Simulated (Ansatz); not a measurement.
Basis sets compared for [OsO3N]- (OsNO₃⁻). Total charge -1; singlet. Geometry PBE0-D4/def2-SVPD. Ansatz on 2 threads of Intel Xeon 6975P-C on a shared host; times are rough, and most runs start from earlier orbitals.

```xyz
5

Os    0.008    0.000    0.003
O     0.313    1.653    0.472
O     0.086   -1.059    1.386
O     1.129   -0.510   -1.231
N    -1.536   -0.084   -0.630
```

In the def2 sets Os takes a core potential; there is no spin–orbit coupling. The restricted singlet is unstable towards broken spin symmetry in Hartree–Fock (as tested in another run); at PBE-D4/def2-SVPD, PBE0-D4/def2-SVPD, PBE0-D4/def2-TZVPD this wasn't settled.

| level | functions | energy (Eh) | HOMO (eV) | LUMO (eV) | wall time |
| --- | --- | --- | --- | --- | --- |
| PBE-D4/def2-SVPD | 124 | -370.8306 | -1.67 | 1.85 | 0.95 s |
| PBE0-D4/def2-SVPD | 124 | -370.6857 | -3.13 | 2.44 | 1.1 s |

Problem. Estimate the rows for PBE-D4/def2-TZVPD, PBE0-D4/def2-TZVPD.

Solution. 
| level | functions | energy (Eh) | HOMO (eV) | LUMO (eV) | wall time |
| --- | --- | --- | --- | --- | --- |
| PBE-D4/def2-TZVPD | 200 | -371.1727 | -1.59 | 1.95 | 1.6 s |
| PBE0-D4/def2-TZVPD | 200 | -371.0333 | -3.02 | 2.58 | 2.2 s |
